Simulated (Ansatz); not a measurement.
`FC(F)(F)[SiH2]Cl` + `[OH][SnH3]` → `FC(F)(F)[O][SnH3]` + `[SiH3]Cl`  (substitution at a C–Si bond)

Isolated molecules relaxed with PBE0-D4/def2-TZVP in Ansatz; ΔE leaves out vibrations. CCSD(T)/CBS adds triple-zeta CCSD(T) − MP2 to the extrapolated MP2 energy (def2 sets, frozen cores). This one scheme is used for every species. Functionals use def2-TZVPP. def2 core potentials past Kr. For Sn outer-core shells are correlated without core-valence functions, which leaves a few kJ/mol of doubt a bond.

`FC(F)(F)[SiH2]Cl`:

```xyz
8

F     1.288    0.721    1.222
C     0.947    0.219    0.026
F     1.748   -0.841   -0.203
F     1.246    1.146   -0.895
Si   -0.902   -0.334   -0.050
Cl   -2.068    1.297    0.305
H    -1.153   -0.857   -1.408
H    -1.107   -1.350    1.003
```

`[OH][SnH3]`:

Z-matrix (Å, degrees):
```
Sn
O 1 1.970
H 1 1.709 2 108.5
H 1 1.698 2 103.1 3 119.8
H 1 1.709 2 108.5 3 -120.5
H 2 0.959 1 113.2 3 60.0
```

`FC(F)(F)[O][SnH3]`:

Z-matrix (Å, degrees):
```
C
F 1 1.361
F 1 1.348 2 105.5
F 1 1.333 2 107.0 3 113.7
O 1 1.309 2 112.5 3 -123.6
Sn 5 2.012 1 121.9 2 37.6
H 6 1.696 5 105.4 1 -80.2
H 6 1.696 5 106.2 1 41.6
H 6 1.694 5 100.0 1 161.2
```

`[SiH3]Cl`:

```xyz
5

Si    0.092   -0.057    0.069
Cl   -1.375    0.856   -1.041
H     1.129    0.948    0.395
H     0.673   -1.158   -0.733
H    -0.519   -0.589    1.309
```

Problem. Is it downhill or uphill in electronic energy at CCSD(T)/CBS, and by how much? (Estimate.)

Solution. Computed: Downhill: ΔE = -36.6 kJ/mol.

Problem. What do these levels give: r2SCAN0-D4, CAM-B3LYP-D4, B2PLYP, revPBE, BHLYP, CAM-B3LYP? (Estimate.)

Solution. Ansatz gave: r2SCAN0-D4 -49.4, CAM-B3LYP-D4 -43.8, B2PLYP -39.2, revPBE -27.4, BHLYP -50.3, CAM-B3LYP -44.2 kJ/mol.

Problem. What do rigid-rotor, harmonic-oscillator terms from PBE0-D4/def2-TZVP frequencies (298.15 K, 1 bar) make of the CCSD(T)/CBS value? (An estimate is asked.)

Solution. Computed: ΔZPE = -2.1 kJ/mol, ΔH = -40.2 kJ/mol, ΔS = -15 J/(mol·K), ΔG = -35.6 kJ/mol. Modes under 50 cm⁻¹ make the entropy rough.

Largest T1 diagnostic among the species: 0.014.

At CCSD(T), def2-SVP lies −44.2 kJ/mol from the extrapolated value and def2-TZVPP −7.7 kJ/mol. From r2SCAN to r2SCAN0 (25 % exact exchange), in def2-TZVPP and without D4, ΔE moves by −6.9 kJ/mol.
